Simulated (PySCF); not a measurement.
Atom-mapped SMILES (the numbers label the heavy atoms): `[CH3:1][NH:2][C:3](=[O:4])/[CH:5]=[CH:6]/[SiH:7]([CH3:8])[CH3:9]` (H(Xn): hydrogen on atom n).

Non-relativistic Hamiltonian, one averaged value for each set of equivalent atoms, one conformer, no solvent. Shielding tensors at PBE0/pcSseg-1 (GIAO); coordinates at the GFN2-xTB level; PySCF.

Chemical shifts δ = σref − σ; 13C (σ = 186.93 ppm), 1H (σ = 31.72 ppm), 29Si (σ = 349.16 ppm) against TMS; NH3 for 15N (σ = 267.73 ppm); 17O (σ = 336.08 ppm) against H2O, all at this level.

```tsv
atoms	nucleus	count	Hirshfeld charge	δ (ppm)
C3	13C	1	0.16	164.7
H(N2)	1H	1	0.13	4.45
H(C5)	1H	1	0.04	5.94
H(C1)	1H	3	0.05	?
C6	13C	1	-0.12	153.4
O4	17O	1	-0.29	?
C5	13C	1	-0.06	143.9
C8/C9	13C	2	-0.21	?
C1	13C	1	-0.06	26.5
H(C6)	1H	1	0.04	7.76
H(C8)/H(C9)	1H	6	0.04	?
N2	15N	1	-0.10	123.6
Si7	29Si	1	0.38	-27.4
H(Si7)	1H	1	-0.08	4.75
```

Q: Complete the table.

A: 
- C8/C9: -4.3 ppm, methyl carbon bonded to Si; an electropositive neighbour leaves it electron-rich and shielded
- H(C1): 3.24 ppm, hydrogen on a methyl carbon bonded to N; its carbon carries N, which withdraws density
- H(C8)/H(C9): 0.20 ppm, hydrogen on a methyl carbon bonded to Si; an electropositive neighbour shields it, as in TMS itself
- O4: 366.2 ppm, amide-type carbonyl oxygen

The OH or NH signal is concentration- and solvent-dependent in practice; the value given is the gas-phase one. Shifts are as computed. Against solution values, carbons near 30 ppm lie about +3 ppm off and those near 130 ppm about +5 ppm. Of 1211 compounds with measured shifts, 218 miss one by over three times the rms of a fit or turn the order of signals round; such compounds aren't used in these exercises. Hydrogen bonding in solution shields acid and N–H amide carbonyl oxygens by tens of ppm. The C=O carbon of an acid or of an amide with N–H lies up to 10 ppm further downfield in solution, through hydrogen bonding that the calculation lacks. Unscaled 17O shifts of doubly bonded oxygen tend to come out too high, by tens of ppm or more. Experimental scales use liquid or dissolved standards, which lie at an offset from isolated NH3 (liquid NH3: subtract about 20 ppm) and H2O (liquid H2O: subtract about 36 ppm).
